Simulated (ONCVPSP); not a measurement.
Be, ONCV: configuration errors across variants

```
Element                 : beryllium (Be)
Generator               : ONCVPSP 4.0.1
Type                    : optimised norm-conserving Vanderbilt (ONCV)
Functional              : PBE
Relativity              : scalar-relativistic
Frozen core             : none
Valence charge          : 4
Reference configuration : 1s2 2s2
Partial waves           : 1s+2s: rc 0.90 bohr, ncon 3, nbas 8, qcut 15 1/bohr, 2 projectors; p scattering state at 0.3 Ha: rc 0.70 bohr, ncon 4, nbas 7, qcut 10.1 1/bohr, 2 projectors, debl 1.7 Ha; d scattering state at 0.33 Ha: rc 0.75 bohr, ncon 4, nbas 8, qcut 13.5 1/bohr, 1 projector
Local potential         : polynomial inside 0.55 bohr (lpopt 5, dvloc0 0 Ha)
Core correction         : none
```

All-electron excitation energies from the reference (eV): (1) 1s2 2s1 9.551; (2) 1s2 2s0 27.498; (3) 1s2 2s1.5 3.761; (4) 1s2 2s0 2p1 13.460.

Errors AE − PS in meV (a dash: test not solved or not reliable):

```csv
change,(1),(2),(3),(4),bound ghosts,GHOST(+) flags above zero
base,+0.6,+4.2,+0.1,+4.6,none,p
"all radii scaled by about 0.84 (s 0.76, p 0.58, d 0.64 bohr); local potential polynomial inside 0.46 bohr (lpopt 5, dvloc0 0 Ha)",+0.5,+3.9,+0.1,+4.0,none,p
"all radii scaled by about 0.91 (s 0.82, p 0.64, d 0.68 bohr); local potential polynomial inside 0.50 bohr (lpopt 5, dvloc0 0 Ha)",+0.6,+4.1,+0.1,+4.3,none,p
"all radii scaled by about 1.06 (s 0.96, p 0.74, d 0.80 bohr); local potential polynomial inside 0.58 bohr (lpopt 5, dvloc0 0 Ha)",+0.5,+4.2,+0.1,+4.7,none,none
"all radii scaled by about 1.13 (s 1.02, p 0.80, d 0.84 bohr); local potential polynomial inside 0.62 bohr (lpopt 5, dvloc0 0 Ha)",+0.5,+4.3,+0.1,+5.0,none,none
"all radii scaled by about 1.17 (s 1.06, p 0.82, d 0.88 bohr); local potential polynomial inside 0.64 bohr (lpopt 5, dvloc0 0 Ha)",+0.4,+4.4,0.0,+5.6,none,none
"all radii scaled by about 1.25 (s 1.12, p 0.88, d 0.94 bohr); local potential polynomial inside 0.68 bohr (lpopt 5, dvloc0 0 Ha)",+0.3,+3.9,0.0,+6.4,none,none
"all radii scaled by about 1.34 (s 1.20, p 0.94, d 1.00 bohr); local potential polynomial inside 0.74 bohr (lpopt 5, dvloc0 0 Ha)",+0.2,+2.7,0.0,+6.7,none,none
```

(1) Give the same row for: all radii scaled by about 0.77 (s 0.70, p 0.54, d 0.58 bohr); local potential polynomial inside 0.42 bohr (lpopt 5, dvloc0 0 Ha).

Results:

(1) +0.5, +3.6, +0.1, +3.6; bound ghosts: none; GHOST(+) flags above zero: p.
